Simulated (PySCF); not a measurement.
ammonia borane (H$_{6}$BN), singlet, at a GFN2-xTB geometry; B3LYP/3-21G (PySCF).

Input for PySCF:
```python
from pyscf import gto, scf, dft

mol = gto.Mole()
mol.atom = '''
    B    -0.91491923    0.11210003   -0.01661920
    N     0.73087909   -0.08955061    0.01327617
    H    -1.31399349   -0.64168266   -0.84737361
    H    -1.09154966    1.25500958   -0.29974635
    H    -1.29004994   -0.16052617    1.07999077
    H     0.93390981   -1.05286399    0.25124010
    H     1.12008257    0.53455889    0.70957279
    H     1.10004319    0.13185843   -0.90352092
'''
mol.basis = '3-21g'
mol.verbose = 4
mol.build()

mf = dft.RKS(mol)
mf.xc = 'b3lyp'
mf.kernel()
mf.analyze()
```

It wrote (shortened):

```
PySCF version 2.14.0

[INPUT] verbose = 4
[INPUT] num. atoms = 8
[INPUT] num. electrons = 18
[INPUT] charge = 0
[INPUT] spin (= nelec alpha-beta = 2S) = 0
[INPUT] symmetry False subgroup None
[INPUT] Mole.unit = angstrom
[INPUT] Symbol           X                Y                Z      unit          X                Y                Z       unit  Magmom
[INPUT]  1 B     -0.914919230000   0.112100030000  -0.016619200000 AA   -1.728946770798   0.211838355256  -0.031405736409 Bohr   0.0
[INPUT]  2 N      0.730879090000  -0.089550610000   0.013276170000 AA    1.381161310271  -0.169226127188   0.025088325283 Bohr   0.0
[INPUT]  3 H     -1.313993490000  -0.641682660000  -0.847373610000 AA   -2.483087825561  -1.212604486282  -1.601304048084 Bohr   0.0
[INPUT]  4 H     -1.091549660000   1.255009580000  -0.299746350000 AA   -2.062729908762   2.371624389905  -0.566438508338 Bohr   0.0
[INPUT]  5 H     -1.290049940000  -0.160526170000   1.079990770000 AA   -2.437841073612  -0.303350497125   2.040886772358 Bohr   0.0
[INPUT]  6 H      0.933909810000  -1.052863990000   0.251240100000 AA    1.764833765945  -1.989624587517   0.474774980508 Bohr   0.0
[INPUT]  7 H      1.120082570000   0.534558890000   0.709572790000 AA    2.116649294199   1.010169899552   1.340898238544 Bohr   0.0
[INPUT]  8 H      1.100043190000   0.131858430000  -0.903520920000 AA    2.078780354293   0.249176319915  -1.707407086615 Bohr   0.0

nuclear repulsion = 40.7879965535837
number of shells = 22
number of NR pGTOs = 48
number of NR cGTOs = 30
basis = 3-21g
ecp = {}

******** <class 'pyscf.dft.rks.RKS'> ********
method = RKS
initial guess = minao
damping factor = 0
level_shift factor = 0
DIIS = <class 'pyscf.scf.diis.CDIIS'>
diis_start_cycle = 1
diis_space = 8
diis_damp = 0
SCF conv_tol = 1e-09
SCF conv_tol_grad = None
SCF max_cycles = 50
direct_scf = True
direct_scf_tol = 1e-13
XC library pyscf.dft.libxc version 7.1.2
    S. Lehtola, C. Steigemann, M. J. T. Oliveira, and M. A. L. Marques,  SoftwareX 7, 1–5 (2018)
XC functionals = b3lyp
    P. J. Stephens, F. J. Devlin, C. F. Chabalowski, and M. J. Frisch,  J. Phys. Chem. 98, 11623 (1994)
radial grids:
    Treutler-Ahlrichs [JCP 102, 346 (1995); DOI:10.1063/1.469408] (M4) radial grids

becke partition: Becke, JCP 88, 2547 (1988); DOI:10.1063/1.454033
pruning grids: <function nwchem_prune>
grids dens level: 3
symmetrized grids: False
atomic radii adjust function: <function treutler_atomic_radii_adjust>
small_rho_cutoff = 0
Set gradient conv threshold to 3.16228e-05
Initial guess from minao.
tot grids = 86800
init E= -82.6160242608752
  HOMO = -0.3706723701921  LUMO = 0.0277555648292491  gap/eV = 10.84178
cycle= 1 E= -82.727906691395  delta_E= -0.112  |g|= 0.319  |ddm|= 2.08
  HOMO = -0.203688517190125  LUMO = 0.0452826689258421  gap/eV = 6.77485
cycle= 2 E= -82.7500072808942  delta_E= -0.0221  |g|= 0.208  |ddm|= 0.638
  HOMO = -0.265077219353213  LUMO = 0.0461577815919645  gap/eV = 8.46914
cycle= 3 E= -82.7650781412172  delta_E= -0.0151  |g|= 0.0202  |ddm|= 0.253
  HOMO = -0.266276704239323  LUMO = 0.0517346699065477  gap/eV = 8.65353
cycle= 4 E= -82.7652081047409  delta_E= -0.00013  |g|= 0.00691  |ddm|= 0.0317
  HOMO = -0.266065343712017  LUMO = 0.0511873436889441  gap/eV = 8.63289
cycle= 5 E= -82.7652171943497  delta_E= -9.09e-06  |g|= 0.00214  |ddm|= 0.00614
  HOMO = -0.266004257856734  LUMO = 0.0512886244026878  gap/eV = 8.63398
cycle= 6 E= -82.7652180960071  delta_E= -9.02e-07  |g|= 3.23e-05  |ddm|= 0.00136
  HOMO = -0.266013223274324  LUMO = 0.0512804254011621  gap/eV = 8.63400
cycle= 7 E= -82.7652180965303  delta_E= -5.23e-10  |g|= 3.72e-06  |ddm|= 6.78e-05
  HOMO = -0.266012893758204  LUMO = 0.0512809147278079  gap/eV = 8.63400
Extra cycle  E= -82.7652180965325  delta_E= -2.19e-12  |g|= 2.86e-06  |ddm|= 5.27e-06
converged SCF energy = -82.7652180965325
**** SCF Summaries ****
Total Energy =                         -82.765218096532493
Nuclear Repulsion Energy =              40.787996553583746
One-electron Energy =                 -190.608484252931532
Two-electron Energy =                   67.055269602815301
Two-electron Coulomb Energy =           80.254750888521869
DFT Exchange-Correlation Energy =      -13.199481285706572
HOMO-LUMO gap [eV] =                     8.634004304468817
**** MO energy ****
MO #1   energy= -14.3330615992979  occ= 2
MO #2   energy= -6.61875155438915  occ= 2
MO #3   energy= -0.954305519241997 occ= 2
MO #4   energy= -0.55995319755171  occ= 2
MO #5   energy= -0.559952364362566 occ= 2
MO #6   energy= -0.503974551443767 occ= 2
MO #7   energy= -0.346686712242557 occ= 2
MO #8   energy= -0.266015484511917 occ= 2
MO #9   energy= -0.266012893758204 occ= 2
MO #10  energy= 0.0512809147278079 occ= 0
MO #11  energy= 0.129634095677349  occ= 0
MO #12  energy= 0.129636597168258  occ= 0
MO #13  energy= 0.193689372634546  occ= 0
MO #14  energy= 0.243841728759029  occ= 0
MO #15  energy= 0.243846731145204  occ= 0
MO #16  energy= 0.332767425572825  occ= 0
MO #17  energy= 0.483675834781703  occ= 0
 ** Mulliken pop on meta-lowdin orthogonal AOs  **
 ** Mulliken pop  **
pop of  0 B 1s            1.99921
pop of  0 B 2s            0.84758
pop of  0 B 3s            0.00127
pop of  0 B 2px           0.51580
pop of  0 B 2py           0.99638
pop of  0 B 2pz           1.00354
pop of  0 B 3px           0.00497
pop of  0 B 3py           0.00388
pop of  0 B 3pz           0.00387
pop of  1 N 1s            1.99955
pop of  1 N 2s            1.25735
pop of  1 N 3s            0.00105
pop of  1 N 2px           1.48534
pop of  1 N 2py           1.25497
pop of  1 N 2pz           1.25153
pop of  1 N 3px           0.00099
pop of  1 N 3py           0.00116
pop of  1 N 3pz           0.00116
pop of  2 H 1s            1.03177
pop of  2 H 2s            0.00294
pop of  3 H 1s            1.03176
pop of  3 H 2s            0.00294
pop of  4 H 1s            1.03176
pop of  4 H 2s            0.00294
pop of  5 H 1s            0.74299
pop of  5 H 2s            0.01243
pop of  6 H 1s            0.74299
pop of  6 H 2s            0.01243
pop of  7 H 1s            0.74299
pop of  7 H 2s            0.01243
 ** Mulliken atomic charges  **
charge of    0B =     -0.37651
charge of    1N =     -0.25309
charge of    2H =     -0.03471
charge of    3H =     -0.03471
charge of    4H =     -0.03471
charge of    5H =      0.24458
charge of    6H =      0.24457
charge of    7H =      0.24457
Dipole moment(X, Y, Z, Debye):  5.73761, -0.70296,  0.10426
```
